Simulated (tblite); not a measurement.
Compound: C7H11 (doublet state).
Structure used (GFN2-xTB), in Å, numbered top down from 1:
```
atom  x, y, z in Å
C1    -0.4171    2.5319    0.5501
C2    -0.3840    1.3628    0.2963
C3    -0.3485   -0.0532   -0.0278
C4    -0.3429   -0.8748    1.2639
C5    -1.5755   -0.4024   -0.8757
C6     0.9503   -0.3553   -0.8541
C7     2.1890   -0.0512   -0.1305
H8    -0.4461    3.5555    0.7785
H9    -1.2401   -0.6722    1.8456
H10    0.5268   -0.6213    1.8664
H11   -0.3101   -1.9376    1.0323
H12   -1.5938    0.1933   -1.7861
H13   -2.4879   -0.2021   -0.3172
H14   -1.5585   -1.4559   -1.1478
H15    0.8844    0.2556   -1.7617
H16    0.9185   -1.4096   -1.1364
H17    2.7683   -0.8267    0.3308
H18    2.4583    0.9693    0.0617
```

Calculated harmonic vibrations of the isolated species, GFN2-xTB (tblite), most abundant isotopes, no scaling. This tight-binding method is rough: wavenumbers can miss measured ones by several per cent, in bad cases by 10 to 20. One conformer, not necessarily the lowest. Open shells enter through the occupations alone, without spin polarisation, and single modes of such species can be off by tens of per cent.

Harmonic wavenumbers (cm⁻¹): 93.9, 124.5, 148.8, 160.3, 204.7, 233.8, 242.6, 338.0, 357.0, 384.9, 476.1, 479.2, 551.6, 667.4, 670.7, 726.9, 805.7, 901.4, 958.1, 964.2, 1012.0, 1042.9, 1134.6, 1160.1, 1177.2, 1213.0, 1270.5, 1305.2, 1397.6, 1400.9, 1413.7, 1464.5, 1487.5, 1488.9, 1496.2, 1502.5, 2284.9, 2913.1, 2973.6, 3024.1, 3026.5, 3028.2, 3032.9, 3036.6, 3038.2, 3134.5, 3174.1, 3393.3.

A = 2859, B = 2501, C = 1895 MHz; mass 95.086 u (most abundant isotopes); point group C1, symmetry number 1; spin multiplicity 2.

Question: What is the zero-point energy?

Answer: ½Σν̃ = 33259 cm⁻¹ = 95.09 kcal/mol.

Question: What is S at 298.15 K and 1 bar for an ideal gas of classical rigid rotors and harmonic oscillators?

Answer: Translation 39.59, rotation 27.56, vibration 24.97, spin (R ln 2) 1.38: S = 93.5 cal/(mol K).

Question: And Cp and H(298.15 K) − H(0)?

Answer: Cp = 36.58 cal/(mol K), of which vibrations give 28.63 (their classical limit is 48 R = 95.4); H(298.15 K) − H(0) = 6.62 kcal/mol without the zero-point energy, 4.25 from vibrations.

Question: Which modes carry the vibrational entropy at 298.15 K?

Answer: 93.9 cm⁻¹: 3.58; 124.5 cm⁻¹: 3.03; 148.8 cm⁻¹: 2.69; 160.3 cm⁻¹: 2.55; 204.7 cm⁻¹: 2.09; 233.8 cm⁻¹: 1.85 cal/(mol K); the other 42 give 9.19 together.

Question: Blend soft modes into free rotors: weight 1/[1 + (100 cm⁻¹/ν̃)⁴] for the oscillator and the rest for a rotor with moment μB/(μ + B), μ = h/(8π²ν), B = 10⁻⁴⁴ kg m². What vibrational entropy results?

Answer: 24.45 cal/(mol K) in place of 24.97, which changes −T·S at 298.15 K by +0.16 kcal/mol.

Question: What must be added to the electronic energy to get the Gibbs energy at 298.15 K and 1 bar?

Answer: ZPE + [H(298.15 K) − H(0)] − T·S = 95.09 + 6.62 − 27.88 = 73.83 kcal/mol.

Hindered rotation and anharmonicity are outside this model. Other conformers, if any are populated, would add a mixing term that is left out. The structure is chiral; the term R ln 2 for an equal mix with its mirror image is left out.
